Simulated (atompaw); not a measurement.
Before and after: PAW (atompaw) potential for Zn (Z = 30)

```json
{
 "Element": "Zn (Z = 30)",
 "Generator": "atompaw 4.2.0.5",
 "Type": "PAW",
 "Functional": "PBE",
 "Relativity": "scalar-relativistic",
 "Frozen core": "[Ar]",
 "Valence charge": "12",
 "Reference configuration": "3d10 4s1.75 4p0.25",
 "Partial waves": "4s (bound): rc 1.65 bohr; 4s channel at 0.6 Ry: rc 1.65 bohr; 4p (bound): rc 2.60 bohr; 4p channel at 0.65 Ry: rc 2.60 bohr; 3d (bound): rc 1.15 bohr; 3d channel at 0.15 Ry: rc 1.15 bohr",
 "Local potential": "troulliermartins scheme with l = 3 at 0.5 Ry, radius 2.40 bohr",
 "Core correction": "smooth core density matched at 1.95 bohr",
 "Augmentation charge": "sinc compensation charge, radius 2.00 bohr; PAW radius 2.60 bohr; waves and projectors: custom rrkj vanderbiltortho"
}
```

Change: local potential troulliermartins scheme with l = 3 at 0.5 Ry, radius 1.54 bohr.

Cutoffs: the cutoffs (Ry, on a coarse ladder) from which the occupation-weighted sum of valence levels, in a spherical-Bessel basis at the reference potential, stays within 10 and 1 mRy of its value at 400 Ry; they do not see the model core or the augmentation charge, which bear on the density cutoff.

**Question.** What does the change do?

**Answer.** The potential gets neither clearly harder nor softer (110 Ry and 180 Ry → 120 Ry and 180 Ry); both files keep a bound ghost (s); the range in which the s phases agree widens (upper end 3.7 → at the end of the scan).

| quantity | base | changed |
| --- | --- | --- |
| cutoff, loose | 110 Ry | 120 Ry |
| cutoff, tight | 180 Ry | 180 Ry |
| loose cutoff by channel (10 mRy a level) | s 6 Ry, p 6 Ry, d 70 Ry | s 12 Ry, p 6 Ry, d 70 Ry |
| bound ghosts | s | s |
| s: phases at 2.62 bohr within 0.05 rad from the reference energy up to (Ry; the scan ends near 5) | 3.7 | to the end of the scan |
| p: phases at 2.62 bohr within 0.05 rad from the reference energy up to (Ry; the scan ends near 5) | 4.0 | 3.6 |
| d: phases at 2.62 bohr within 0.05 rad from the reference energy up to (Ry; the scan ends near 5) | to the end of the scan | to the end of the scan |
| lowest overlap eigenvalue by channel | s 0.55, p 0.69, d 0.96 | s 0.58, p 0.48, d 0.95 |

 A true bound ghost makes a file unfit for plane-wave use even where its test errors are small: the radial tests pick states by their node count and pass the ghost by. The cutoffs see the waves, projectors and local potential, not the compensation charge or the core.
